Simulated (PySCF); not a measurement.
Computed properties of In(H)(OH)(OEt) (C2H7InO2), SMILES [O](CC)[InH][OH]

In(H)(OH)(OEt) (C2H7InO2), SMILES CC[O][InH][OH]. Geometry optimised at r2SCAN-D4/def2-SVP. The structure was generated by enumeration; whether it is a known compound was not checked. The def2 effective core potentials stand for the cores of In; spin–orbit coupling is left out. One conformer was computed; it need not be the lowest. All values are computed for the isolated molecule unless a solvent is named; none is compared with measurement here.

**Structure.** All 30 harmonic modes at r2SCAN-D4/def2-SVP (PySCF) are real, so it is a minimum. With heavy atoms numbered as in [InH:1]([OH:3])[O:5][CH2:6][CH3:7], the shortest bond between them is O5–C6 at 1.410 Å and the longest In1–O3 at 2.009 Å.

**Vibrations.** The strongest infrared lines (harmonic, unscaled, degenerate partners summed) lie at 1130 cm⁻¹ (143 km/mol, C 48 %, O 27 %, H 25 %), 1844 cm⁻¹ (127 km/mol, H 99 %), 2965 cm⁻¹ (100 km/mol, H 94 %). The softest mode is at 53 cm⁻¹ and the zero-point energy is 55.3 kcal/mol.

**Electronic structure.** M06-2X/def2-TZVP (PySCF) places the frontier levels at -8.89 and -0.78 eV, a gap of 8.11 eV, and gives a dipole moment of 2.42 D and a mean polarisability of 65.4 bohr³. PBE/def2-TZVP (PySCF) at the same geometry gives -5.91 and -1.97 eV, so its gap is 4.17 eV narrower. An orbital gap is neither the optical nor the fundamental gap.

**Excitations.** TDDFT-M06-2X/def2-SVPD (PySCF) has S1 at 5.40 eV (230 nm, f = 0.004, weak); the most intense of the 10 singlets computed lies at 7.40 eV (f = 0.29). T1 (TDA) is at 5.03 eV. TDDFT-PBE/def2-SVPD (PySCF) puts S1 at 4.02 eV. No vertical singlet excitation falls in the visible range (under 3.1 eV).
